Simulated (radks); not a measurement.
The numbers below are computed, except where a source is named.
Species: Pd+. Configuration: [Kr] 4d9. Code: a radial shooting solver on a logarithmic mesh with Libxc functionals. Model: scalar-relativistic Kohn-Sham, LDA (Slater exchange, Perdew-Zunger correlation), spin-unpolarised, spherical densities, finite nucleus; Fermi nuclear charge, rms radius 4.5318 fm.

Local quantities along the radius. ELF = 1/(1 + alpha^2) is the electron localisation function; alpha = (tau - tau_W)/tau_unif compares the Pauli kinetic energy density with that of the uniform gas; s = |grad rho|/(2 (3 pi^2)^(1/3) rho^(4/3)) is the reduced gradient; -r V(r) is the screened charge that the Kohn-Sham potential presents (atomic units). tau is taken from the large components.

r (bohr),ELF,alpha,s,-r V(r)
0.001246,1.000,0.02242,0.6743,45.73
0.001623,0.999,0.02255,0.6093,45.64
0.00213,0.999,0.02325,0.5606,45.53
0.002796,0.999,0.02468,0.5271,45.38
0.003641,0.999,0.02706,0.5070,45.19
0.004779,0.999,0.03103,0.4978,44.93
0.006273,0.999,0.03750,0.4997,44.60
0.008168,0.998,0.04797,0.5128,44.18
0.01072,0.996,0.06701,0.5391,43.63
0.01407,0.989,0.1037,0.5807,42.92
0.01832,0.969,0.1778,0.6364,42.07
0.02405,0.890,0.3509,0.7020,40.98
0.03157,0.646,0.7407,0.7339,39.65
0.04111,0.366,1.316,0.6357,38.08
0.05396,0.336,1.405,0.3986,36.17
0.07083,0.563,0.8810,0.2849,33.93
0.09223,0.748,0.5811,0.3538,31.42
0.1211,0.707,0.6437,0.4941,28.52
0.1589,0.402,1.221,0.5312,25.35
0.2069,0.331,1.421,0.2895,22.07
0.2716,0.642,0.7461,0.2380,18.60
0.3536,0.773,0.5417,0.4304,15.34
0.4642,0.554,0.8976,0.7157,12.28
0.6093,0.183,2.115,0.5667,9.532
0.7933,0.529,0.9436,0.2376,7.168
1.041,0.757,0.5669,0.4249,5.055
1.367,0.633,0.7610,0.6865,3.475
1.78,0.374,1.293,0.9857,2.516
2.336,0.159,2.299,1.447,1.960
3.066,0.048,4.443,2.417,1.638
3.993,0.008,10.90,4.767,1.415
5.241,0.001,41.42,11.95,1.231

On this mesh the ELF has minima near r = 0.047, 0.18, 0.61 bohr, which separate the shells, and maxima near 0.11 (0.76), 0.35 (0.77), 1.0 (0.76).
